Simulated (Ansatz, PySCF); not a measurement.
This PySCF input computes a CCSD(T)/cc-pVDZ energy:

```python
from pyscf import gto, scf, mp, cc as ccmod

mol = gto.M(
    atom='''
    B    -0.00276871   -0.00064845    0.90671966
    H     1.16031926    0.00200276    1.41042327
    H    -0.58921149    1.00608022    1.40579906
    H    -0.58399556   -1.01110136    1.40437239
    B     0.00276871    0.00064845   -0.90671966
    H     0.58399556    1.01110136   -1.40437239
    H    -1.16031926   -0.00200276   -1.41042327
    H     0.58921149   -1.00608022   -1.40579906
    ''',
    basis='cc-pvdz',
    charge=-2,
    spin=0,
    verbose=4,
)

mf = scf.RHF(mol)
mf.conv_tol = 1e-10
mf.max_cycle = 100
mf.kernel()
mp2 = mp.MP2(mf, frozen=2).run()
cc = ccmod.CCSD(mf, frozen=2)
cc.max_cycle = 100
cc.kernel()
et = cc.ccsd_t()
print(f'E(CCSD(T)) = {cc.e_tot + et:.9f}')
```

### Question
Write an input for the same energy in Ansatz (a quantum-chemistry and plane-wave program) and say what it gives.

### Answer

Ansatz 0.2 input:
```yaml
crystal:
  periodic: [false, false, false]
  atoms:
    - {symbol: B, position_ang: [-0.00276871, -0.00064845, 0.90671966]}
    - {symbol: H, position_ang: [1.16031926, 0.00200276, 1.41042327]}
    - {symbol: H, position_ang: [-0.58921149, 1.00608022, 1.40579906]}
    - {symbol: H, position_ang: [-0.58399556, -1.01110136, 1.40437239]}
    - {symbol: B, position_ang: [0.00276871, 0.00064845, -0.90671966]}
    - {symbol: H, position_ang: [0.58399556, 1.01110136, -1.40437239]}
    - {symbol: H, position_ang: [-1.16031926, -0.00200276, -1.41042327]}
    - {symbol: H, position_ang: [0.58921149, -1.00608022, -1.40579906]}
basis:
  gaussian:
    orbitals: cc-pVDZ
total_charge: -2
magnetization: {spin_polarized: false}
correlation: {method: ccsd_t, electrons: outside_noble_gas}
```
It gives -52.89878 Eh, and PySCF -52.89878 Eh, a difference of 0.00 mEh.

It need not be the lowest isomer of its formula.
